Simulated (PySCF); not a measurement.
iron atom (Fe), quintet; CASSCF(8,7)/def2-SVP (PySCF).

Here is a job for PySCF.
```python
from pyscf import gto, scf, mcscf
import numpy

mol = gto.Mole()
mol.atom = '''
    Fe    0.000000    0.000000    0.000000
'''
mol.basis = 'def2-svp'
mol.charge = 0
mol.spin = 4
mol.verbose = 4
mol.build()

mf = scf.ROHF(mol)
mf.kernel()
mc = mcscf.CASSCF(mf, 7, 8)
mc.fix_spin_(ss=6.0)
mc.kernel()
occ = numpy.linalg.eigvalsh(mc.fcisolver.make_rdm1(mc.ci, mc.ncas, mc.nelecas))[::-1]
ss = mc.fcisolver.spin_square(mc.ci, mc.ncas, mc.nelecas)[0]
print('natural occupations', occ.round(4), ' <S^2>', round(ss, 4))
```

What the program printed (banner, timings and long lists left out):

```
PySCF version 2.14.0

[INPUT] verbose = 4
[INPUT] num. atoms = 1
[INPUT] num. electrons = 26
[INPUT] charge = 0
[INPUT] spin (= nelec alpha-beta = 2S) = 4
[INPUT] symmetry False subgroup None
[INPUT] Mole.unit = angstrom
[INPUT] Symbol           X                Y                Z      unit          X                Y                Z       unit  Magmom
[INPUT]  1 Fe     0.000000000000   0.000000000000   0.000000000000 AA    0.000000000000   0.000000000000   0.000000000000 Bohr   0.0

nuclear repulsion = 0
number of shells = 11
number of NR pGTOs = 73
number of NR cGTOs = 31
basis = def2-svp
ecp = {}

******** <class 'pyscf.scf.rohf.ROHF'> ********
method = ROHF
initial guess = minao
damping factor = 0
level_shift factor = 0
DIIS = <class 'pyscf.scf.diis.CDIIS'>
diis_start_cycle = 1
diis_space = 8
diis_damp = 0
SCF conv_tol = 1e-09
SCF conv_tol_grad = None
SCF max_cycles = 50
direct_scf = True
direct_scf_tol = 1e-13
num. doubly occ = 11  num. singly occ = 4
Set gradient conv threshold to 3.16228e-05
init E= -1260.7825919865
  HOMO = 0.302920747361183  LUMO = 0.351626921844805  gap/eV = 1.32536
cycle= 1 E= -1260.74526229615  delta_E= 0.0373  |g|= 2.39  |ddm|= 3.47
  HOMO = -0.351375210044679  LUMO = -0.0596782724525038  gap/eV = 7.93748
cycle= 2 E= -1261.37822567957  delta_E= -0.633  |g|= 1.66  |ddm|= 3.76
  HOMO = -0.0723584989120837  LUMO = 0.132921052695202  gap/eV = 5.58594
cycle= 3 E= -1262.15260367656  delta_E= -0.774  |g|= 0.249  |ddm|= 1.07
  HOMO = 0.0681691950192387  LUMO = 0.209422001240378  gap/eV = 3.84368
cycle= 4 E= -1262.16596248157  delta_E= -0.0134  |g|= 0.02  |ddm|= 0.121
  HOMO = 0.0618673672109017  LUMO = 0.198309451815391  gap/eV = 3.71278
cycle= 5 E= -1262.16603657353  delta_E= -7.41e-05  |g|= 0.00746  |ddm|= 0.00963
  HOMO = 0.0573502352524781  LUMO = 0.194424158912375  gap/eV = 3.72997
cycle= 6 E= -1262.16604702147  delta_E= -1.04e-05  |g|= 0.00203  |ddm|= 0.00414
  HOMO = 0.0564193722342842  LUMO = 0.19413319237789  gap/eV = 3.74738
cycle= 7 E= -1262.16604796643  delta_E= -9.45e-07  |g|= 0.00026  |ddm|= 0.00108
  HOMO = 0.0562534427884484  LUMO = 0.194079702178905  gap/eV = 3.75044
cycle= 8 E= -1262.16604800061  delta_E= -3.42e-08  |g|= 5.75e-05  |ddm|= 0.000392
  HOMO = 0.0562831119098362  LUMO = 0.194092818453382  gap/eV = 3.74999
cycle= 9 E= -1262.16604802121  delta_E= -2.06e-08  |g|= 4.26e-05  |ddm|= 0.000348
  HOMO = 0.0562708920448157  LUMO = 0.194087292963225  gap/eV = 3.75018
cycle= 10 E= -1262.16604806082  delta_E= -3.96e-08  |g|= 2.76e-05  |ddm|= 0.000766
  HOMO = 0.0562683104266955  LUMO = 0.194087148860818  gap/eV = 3.75024
cycle= 11 E= -1262.1660481116  delta_E= -5.08e-08  |g|= 1.09e-05  |ddm|= 0.00162
  HOMO = 0.0562642212342947  LUMO = 0.194087458068231  gap/eV = 3.75036
cycle= 12 E= -1262.16604811878  delta_E= -7.19e-09  |g|= 2.98e-06  |ddm|= 0.000789
  HOMO = 0.0562627797254402  LUMO = 0.194087449220715  gap/eV = 3.75040
cycle= 13 E= -1262.16604811886  delta_E= -7.41e-11  |g|= 1.21e-07  |ddm|= 8.68e-05
  HOMO = 0.056262913281954  LUMO = 0.194087443514918  gap/eV = 3.75040
Extra cycle  E= -1262.16604811886  delta_E= -2.27e-13  |g|= 8.74e-08  |ddm|= 2.23e-07
converged SCF energy = -1262.16604811886

******** <class 'pyscf.mcscf.mc1step.CASSCF'> ********
CAS (6e+2e, 7o), ncore = 9, nvir = 15
max_cycle_macro = 50
max_cycle_micro = 4
conv_tol = 1e-07
conv_tol_grad = None
orbital rotation max_stepsize = 0.02
orbital rotation threshold for CI restart = 0.01
augmented hessian ah_max_cycle = 30
augmented hessian ah_conv_tol = 1e-12
augmented hessian ah_linear dependence = 1e-14
augmented hessian ah_level shift = 1e-08
augmented hessian ah_start_tol = 2.5
augmented hessian ah_start_cycle = 3
augmented hessian ah_grad_trust_region = 3
kf_trust_region = 3
kf_interval = 4
ci_response_space = 4
ci_grad_trust_region = 3
with_dep4 0
natorb = False
canonicalization = True
sorting_mo_energy = False
ao2mo_level = 2
internal_rotation = False
******** <class 'pyscf.fci.addons.SpinPenaltyFCISolver'> ********
max. cycles = 50
conv_tol = 1e-08
davidson only = True
linear dependence = 1e-12
level shift = 0.001
max iter space = 12
nroots = 1
pspace_size = 400
spin = None
CASCI E = -1262.16631986462  S^2 = 6.0000000
Set conv_tol_grad to 0.000316228
macro iter   1 (  3 JK    1 micro), CASSCF E = -1262.16632004394  dE = -1.79313247e-07  S^2 = 6.0000000
               |grad[o]|=0.00114  |grad[c]|=1.55e-05  |ddm|=1.5e-05  |maxRot[o]|=0.000199
macro iter   2 (  1 JK    1 micro), CASSCF E = -1262.16632004462  dE = -6.81211532e-10  S^2 = 6.0000000
               |grad[o]|=1.07e-05  |grad[c]|=1.24e-05  |ddm|=2e-05  |maxRot[o]|=    0
1-step CASSCF converged in   2 macro (  4 JK   2 micro) steps
CASSCF canonicalization
Density matrix diagonal elements [1.99961396e+00 1.99961359e+00 1.00018295e+00 1.00000118e+00
 1.00000118e+00 1.00000118e+00 5.85957182e-04]
CASSCF energy = -1262.16632004462
CASCI E = -1262.16632004462  E(CI) = -21.4895541176184  S^2 = 6.0000000
natural occupations [1.9996e+00 1.9996e+00 1.0002e+00 1.0000e+00 1.0000e+00 1.0000e+00
 6.0000e-04]  <S^2> 6.0
```
